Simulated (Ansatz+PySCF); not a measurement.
Results of a calculation; reference values are marked as such.
# FHF- → HF + F-

FHF- (charge -1, multiplicity 1):
```yaml
atoms:
  - { symbol: F, position_ang: [0.0000, 0.0000, -1.1439] }
  - { symbol: H, position_ang: [0.0000, 0.0000, 0.0000] }
  - { symbol: F, position_ang: [0.0000, 0.0000, 1.1439] }
```

HF (charge 0, multiplicity 1):
```xyz
2

H     0.0000    0.0000   -0.8282
F     0.0000    0.0000    0.0920
```

Shapes relaxed with PBE0/def2-SVP. Single points in def2-SVP with Ansatz (development build ahead of 0.2.0), no zero-point energy. Correlated methods freeze no orbital on H to Be, one on B to Mg, five on Al to Zn, nine on Ga to Sr.

| method | reaction energy |
| --- | --- |
| CCSD (restricted) | 2.637 eV |
| CCSD(T) (restricted) | 2.667 eV |
| HF (restricted) | 2.401 eV |
| PBE (restricted) | 3.023 eV |
| PBE0 (restricted) | 2.886 eV |
| r2SCAN (restricted) | 2.909 eV |
| wB97X (restricted) | 2.862 eV |

Question: What does MP2 (restricted) give?

Answer: 2.708 eV. Caution: no diffuse functions for an anion.
